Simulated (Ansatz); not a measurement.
The Al1–F3 bond of AlF2H (SMILES [F][AlH][F]) is stretched (multiplicity 1, the rest rigid).
Geometry at rest (charge 0, multiplicity 1):
```xyz
4

Al    -0.2974    -0.2000    -0.2345
H     -1.3759    -0.9255    -1.0852
F     -0.2200     1.4416    -0.1846
F      0.8024    -1.0499     0.6440
```

Correlated levels freeze the cores.

Codes used: Ansatz (Gaussian basis) for Hartree–Fock, density functionals and correlated methods. 

Energies above the point at 1.644 Å (the B3LYP-D3(BJ) bond length), FIC-MRCISD+Q on CASSCF(6,4)/cc-pV(D+d)Z (kcal/mol): 15.15 at 1.480 Å; 5.69 at 1.809 Å; 146.31 at 5.262 Å.

Task: Take the last value as the depth D of a Morse curve D(1 − e^(−a(R − R₀)))², fit a and R₀ to the two near points, and test it at 2.220 and 2.877 Å.

Result: 
With D = 146.3, both near points (counted from the curve's value at 1.644 Å) are met by a = 1.53 Å⁻¹ and R₀ = 1.663 Å, so k = 2Da² = 681 kcal/(mol Å²). The curve then gives 47.8 and 103.9 kcal/mol; the level itself gives 48.4 and 112.7, so Morse is off by -0.6 and -8.8.

Doubts at one or more of the structures used: active orbitals that take no part (FIC-MRCISD+Q on CASSCF(6,4)/cc-pV(D+d)Z).

Ansatz is a first-principles code.
